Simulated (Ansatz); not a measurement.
SbH, multiplicity 3 (the spin of the measured ground state), most abundant isotopes (1.0078 and 120.9038 u). Constants from fifth-degree fits in 1/R to seven points on the lowest solution found; no spin–orbit coupling, no relativity up to Kr; ω_e x_e and α_e move by some per cent with the fit.

Correlated levels freeze the inner cores; with def2 sets outer-core shells near the valence are correlated too. CBS(a, b) extrapolates the correlation energy as X⁻³ and adds the Hartree–Fock energy of set b.

Codes used: Ansatz (Gaussian basis) for Hartree–Fock, density functionals and correlated methods. Each number belongs to the level named beside it. In def2 rows elements past Kr take small-core potentials, without spin–orbit coupling.

```tsv
level	r_e (Å)	ω_e (cm⁻¹)	ω_e x_e (cm⁻¹)	α_e (cm⁻¹)
PBE/def2-TZVPP	1.7334	1856.1	29.3	0.146
CCSD(T)/CBS(def2-TZVPP, def2-QZVPP)	1.7079	1935.9	35.1	0.156
```

D_e from total energies of the atoms and the molecule: 2.65 eV at PBE/def2-TZVPP.

**Question.** Derive the rotational constants, the centrifugal constant, the fundamental, the zero-point energy and the force constant, and test the Morse rule for the well depth.

**Answer.** 
μ = 0.99949 u.
- PBE/def2-TZVPP: B_e = 16.8576/(μ r_e²) = 5.6131 cm⁻¹; B₀ = B_e − α_e/2 = 5.5401 cm⁻¹; D = 4B_e³/ω_e² = 2.05e-04 cm⁻¹; fundamental ω_e − 2ω_e x_e = 1798 cm⁻¹; zero-point energy ω_e/2 − ω_e x_e/4 = 921 cm⁻¹; k = μ(2πcω_e)² = 203 N/m; a Morse well would hold ω_e²/(4ω_e x_e) = 3.64 eV against the computed D_e of 2.65 eV
- CCSD(T)/CBS(def2-TZVPP, def2-QZVPP): B_e = 16.8576/(μ r_e²) = 5.7824 cm⁻¹; B₀ = B_e − α_e/2 = 5.7042 cm⁻¹; D = 4B_e³/ω_e² = 2.06e-04 cm⁻¹; fundamental ω_e − 2ω_e x_e = 1866 cm⁻¹; zero-point energy ω_e/2 − ω_e x_e/4 = 959 cm⁻¹; k = μ(2πcω_e)² = 221 N/m

Ansatz is a first-principles code.
